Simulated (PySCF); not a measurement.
Polarisability and C₆ of Ti²⁺ (titanium, charge +2)

[Ar] 3d2, high-spin 3F determinant. All numbers are calculated (PySCF 2.14, scalar relativity by spin-free X2C-1e, in aug-cc-pVTZ-DK (8s7p5d3f2g, 93 functions)). Coupled (time-dependent) response in atomic units; α is the mean over directions.

```
method  mean α (bohr³)  C₆ (like pair)  S(−4)
   UHF           4.312           13.03  12.45
   PBE           5.315           15.78  27.36
  PBE0           4.915           14.68  20.58
```

S(−4) is the Cauchy moment in α(ω) = α(0) + S(−4) ω² + …

α(iu) at PBE:

```
u (hartree)  α(iu) (bohr³)
          0          5.315
     0.0500          5.249
      0.100          5.068
      0.200          4.539
      0.300          4.012
      0.500          3.224
      0.750          2.575
       1.00          2.112
       1.50          1.477
       2.00          1.073
       3.00         0.6264
       5.00         0.2822
```

A single London oscillator, α(iu) = α/(1 + u²/ω²), gives C₆ = (3/4) ω α². Matching the computed C₆ needs ω = 4 × 15.78 / (3 × 5.315²) = 0.745 hartree.

For an ion, C₆ is the dispersion term alone; charge-induced terms of lower order in 1/R come first.
